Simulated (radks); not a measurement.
Values are calculated unless marked as measured or tabulated.
Q: Gd51+, 13 electrons, occupied as [Ne] 3s2 3p1. Level of theory: Dirac Kohn-Sham, LB94 model potential, spin-unpolarised, spherical densities, finite nucleus; open shells fill j = l - 1/2 first; Fermi nuclear charge, rms radius 5.1569 fm (a radial shooting solver on a logarithmic mesh with Libxc functionals).

Spin-orbit splittings of the eigenvalues, e(l+1/2) - e(l-1/2), with zeta = 2 splitting/(2l+1) and mean radii in bohr:

shell  occ.  splitting (eV)  zeta (eV)  <r> j=l-1/2  <r> j=l+1/2
2p        6               ?          ?      0.07612      0.08269
3p        1           191.0      127.3       0.2075       0.2173

Estimate the 2p splitting.

A: 722.5 eV (zeta = 481.7 eV).
